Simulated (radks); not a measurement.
Question: Excited configurations of Os2+: one electron is placed in a higher orbital outside [Xe] 4f14 5d5. The ground configuration is [Xe] 4f14 5d6. Calculated with a radial shooting solver on a logarithmic mesh with Libxc functionals: Dirac Kohn-Sham, BLYP, spin-unpolarised, spherical densities, finite nucleus; open shells are shared between the two j in proportion to 2j + 1; Fermi nuclear charge, rms radius 5.4126 fm. Excitation = E - E(ground); binding = E(ion) - E, where the ion is the core of charge +3; n* = 3/sqrt(2 binding) in atomic units, and the quantum defect is n - n*. Eigenvalue and <r> are those of j = l + 1/2.

outer orbital  excitation (eV)  binding (eV)     n*  quantum defect  eigenvalue (eV)  <r> (bohr)
5f                      20.497         8.261  3.850           1.150           -6.256       5.182
6d                      17.761        10.997  3.337           2.663           -8.794       4.792
7s                      16.928        11.830  3.217           3.783          -10.064       5.332
7f                      24.761         3.997  5.535           1.465           -3.333       13.80

Estimate the row for 6s.

Answer: excitation (eV) 2.460; binding (eV) 26.298; n* 2.158; quantum defect 3.842; eigenvalue (eV) -22.080; <r> (bohr) 2.581. The Delta-SCF ionisation energy is 28.758 eV (NIST Atomic Spectra Database: 25 eV, theoretical). Self-interaction in the functional shifts the binding energies and quantum defects, so they are the method's values and not measured ones. Spin polarisation and multiplet splitting are left out, so open shells lie too high by an amount that depends on their filling. Sharing an open shell by 2j + 1 raises it above the true ground level by a part of the spin-orbit splitting, which enters the differences from NIST.

Beside tabulated values, note that spin-unpolarised runs miss the spin-polarisation part of the exchange energy of open shells.
